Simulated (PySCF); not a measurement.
# Two-component Hartree-Fock for Co²³⁺ (cobalt, charge +23)

Start: [He] 2s2. Calculated with PySCF 2.14 in an even-tempered Gaussian basis (17 s from 6.6 bohr⁻², ratio 2.4; 11 p from 8.6 bohr⁻², ratio 2.4; 5 d from 28 bohr⁻², ratio 2.6; 4 f from 42 bohr⁻², ratio 2.6): generalised Hartree-Fock with the X2C-1e Hamiltonian and a Gaussian nucleus; one run each with spin-orbit coupling (SO) switched off, then screened by Boettger's factors.

| spinor shell | electrons | ε, spin-free (eV) | ε, screened SO (eV) | weight of nominal j (screened SO) | rms radius, screened SO (bohr) |
| --- | --- | --- | --- | --- | --- |
| 1s1/2 | 2 | -9271.0 | -9271.0 | 1.000 | 0.0642 |
| 2s1/2 | 2 | -2113.5 | -2113.5 | 1.000 | 0.251 |

| quantity | spin-free | screened SO |
| --- | --- | --- |
| E (hartree) | -878.30262 | -878.30262 |
| M_J | 0 | 0 |
| ⟨J²⟩ | 0.000 | 0.000 |
| ⟨L²⟩ | 0.000 | 0.000 |
| ⟨S²⟩ | 0.000 | 0.000 |

Without spin-orbit coupling the j labels of p, d and f shells carry no meaning; the spin-free column gives the mean over the occupied spinors of each nl shell.
